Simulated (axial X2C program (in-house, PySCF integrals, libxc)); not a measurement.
**ScTe⁻: cheaper levels and CCSD(T), two-component**

All values were computed with an in-house relativistic program for diatomic molecules. Two-component (2c) means X2C with spin–orbit coupling and atomic mean-field two-electron Coulomb and Gaunt terms. Basis: Te dyall-acv3z [12s13p9d5f1g], Sc dyall-acv3z [11s12p8d5f2g] (cores contracted in-house); Gaussian nuclei, density fitting, unrestricted open shells. Masses: Te 129.906 u, Sc 44.956 u.

State: Ω = 0 (closed shell); fragments Te- + Sc.

| level | Re (Å) | ωe (cm⁻¹) | De (eV) |
| --- | --- | --- | --- |
| PBE0 | 2.544 | 319.7 | 2.93 |
| HF | 2.611 | 314.6 | 1.10 |
| MP2 | 2.582 | 319.6 | 2.81 |
| CCSD | 2.598 | 314.5 | 2.60 |
| BLYP | 2.582 | 292.1 | 3.02 |

Correlated methods: 10 electrons correlated (number of frozen shells: Te 4 s, 3 p, 2 d; Sc 3 s, 2 p), 400 virtual spin orbitals or spinors in MP2, 90 natural virtuals in coupled cluster.

CCSD(T), same Hamiltonian and basis:

Re = 2.601 Å, ωe = 310.1 cm⁻¹, De = 2.91 eV; T1 = 0.036 (Lee–Taylor normalisation).

Task: Give the differences from CCSD(T) in the columns below.

Result: 

```json
{"level": "PBE0", "ΔRe (Å)": "-0.057", "Δωe (cm⁻¹)": "10", "ΔDe (eV)": "0.02"}
{"level": "HF", "ΔRe (Å)": "0.010", "Δωe (cm⁻¹)": "4", "ΔDe (eV)": "-1.81"}
{"level": "MP2", "ΔRe (Å)": "-0.019", "Δωe (cm⁻¹)": "10", "ΔDe (eV)": "-0.10"}
{"level": "CCSD", "ΔRe (Å)": "-0.003", "Δωe (cm⁻¹)": "4", "ΔDe (eV)": "-0.31"}
{"level": "BLYP", "ΔRe (Å)": "-0.019", "Δωe (cm⁻¹)": "-18", "ΔDe (eV)": "0.11"}
```

One determinant describes the state; a PBE0 search over occupations chose it and may have missed a lower one. The closed shell is kept restricted, so the energy runs too high when the bond is stretched far. De is counted from the lowest determinant-based energies of the atoms at the same level, without counterpoise correction. Coupled cluster ran in a truncated set of natural virtual spinors; the MP2 energy of the rest was added. (T) has no such correction and the atoms are truncated less, which lowers De at CCSD(T) by a hundredth of an eV or more. The 2c atoms are single determinants rather than J levels; their spin–orbit lowering is only partly caught, and De is too large by that part. This holds for PBE0, BLYP. Other states lie close and PBE0, whose exact exchange favours high spin, may order them wrongly; the determinant shown need not be the ground state. The nearest other 2c determinant of the search, Ω = 1, lies 0.46 eV up at the distance of the search. Without a current term, density functionals place determinants with orbital angular momentum somewhat too high. The outer-core s and p shells of the metal are frozen in the correlated rows, which leaves out core–valence correlation; for alkali and alkaline-earth bonds that tends to lengthen them. The highest occupied level of some functionals is positive through self-interaction error; at Hartree–Fock it is bound. The T1 diagnostic is large, a sign of multireference character. With the outer-core shells frozen, correlated bond lengths of heavy atoms tend to come out a few hundredths of an ångström too long. Hartree–Fock gets electron affinities wrong, so its lowest charge split need not be the true one.
